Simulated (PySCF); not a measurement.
**CsMg and its ions**

ωB97X; Cs def2-SVPD with ECP46, Mg def2-SVPD; scalar-relativistic core potentials (PySCF 2.14). Neutral (UKS): doublet (σ ↑), Re = 4.365 Å, ωe = 59.0 cm⁻¹, De = 0.07 eV, HOMO -3.54 eV, LUMO 0.12 eV.

CsMg⁻ (UKS): singlet (closed shell), Re = 5.084 Å, ωe = 32.2 cm⁻¹, De = 0.13 eV to Cs⁻ + Mg. The energies at the minima are -220.12298 hartree for CsMg and -220.14624 for CsMg⁻.

Problem. Work out the adiabatic electron affinity, without and with harmonic zero-point energies (1 hartree = 27.2114 eV, 1 eV = 8065.5 cm⁻¹), and the change of the bond length.

Solution. At ωB97X: 0.02326 hartree = 0.633 eV between the minima; the zero-point term (59.0 − 32.2)/2 cm⁻¹ = +0.002 eV makes it 0.635 eV. Re changes by +71.9 pm against the neutral. The electron enters a σ orbital, and the ion is left as a loose complex of an ion and an atom.

Closed-shell solutions of metal pairs were not tested for spin polarisation, which can lower them a little. Weak bonds: CsMg, CsMg⁻. Basis-set superposition, not corrected here, can be much of De in a small basis, most of all at correlated wavefunction levels. Spin–orbit coupling is left out. For an ion De counts to the pair picked by the measured ionisation energies or electron affinities, which need not be the lowest pair at this level. States were picked by a PBE0 search and need not be the measured ground states.
